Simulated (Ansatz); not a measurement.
C₁₁H₁₀O₃S, SMILES C=Cc1cc(S(C)(=O)=O)c2ccoc2c1. Heavy atoms are numbered as in [CH2:1]=[CH:2][c:3]1[cH:4][c:5]([S:6]([CH3:7])(=[O:8])=[O:9])[c:10]2[cH:11][cH:12][o:13][c:14]2[cH:15]1.

These are PBE0-D3(BJ)/def2-SVP run with Ansatz (a program for electronic structure) values and carry that method's errors.

Bond lengths of the relaxed neutral molecule (Å): C1–C2 1.338, C2–C3 1.468, C3–C4 1.413, C3–C15 1.403, C4–C5 1.386, C5–S6 1.779, C5–C10 1.402, S6–C7 1.785, S6–O8 1.462, S6–O9 1.460, C10–C11 1.436, C10–C14 1.409, C11–C12 1.359, C12–O13 1.357, O13–C14 1.353, C14–C15 1.384.

Q: How do the bond lengths change in the relaxed lowest triplet? (Estimate from the structure and the level; the computed values follow.)

A: 
```json
[
 {"bond": "C1–C2", "neutral (Å)": "1.338", "triplet (Å)": "1.421"},
 {"bond": "C2–C3", "neutral (Å)": "1.468", "triplet (Å)": "1.379"},
 {"bond": "C3–C4", "neutral (Å)": "1.413", "triplet (Å)": "1.451"},
 {"bond": "C3–C15", "neutral (Å)": "1.403", "triplet (Å)": "1.473"},
 {"bond": "C4–C5", "neutral (Å)": "1.386", "triplet (Å)": "1.357"},
 {"bond": "C5–S6", "neutral (Å)": "1.779", "triplet (Å)": "1.773"},
 {"bond": "C5–C10", "neutral (Å)": "1.402", "triplet (Å)": "1.446"},
 {"bond": "S6–C7", "neutral (Å)": "1.785", "triplet (Å)": "1.786"},
 {"bond": "S6–O8", "neutral (Å)": "1.462", "triplet (Å)": "1.462"},
 {"bond": "S6–O9", "neutral (Å)": "1.460", "triplet (Å)": "1.461"},
 {"bond": "C10–C11", "neutral (Å)": "1.436", "triplet (Å)": "1.406"},
 {"bond": "C10–C14", "neutral (Å)": "1.409", "triplet (Å)": "1.419"},
 {"bond": "C11–C12", "neutral (Å)": "1.359", "triplet (Å)": "1.382"},
 {"bond": "C12–O13", "neutral (Å)": "1.357", "triplet (Å)": "1.355"},
 {"bond": "O13–C14", "neutral (Å)": "1.353", "triplet (Å)": "1.359"},
 {"bond": "C14–C15", "neutral (Å)": "1.384", "triplet (Å)": "1.370"}
]
```
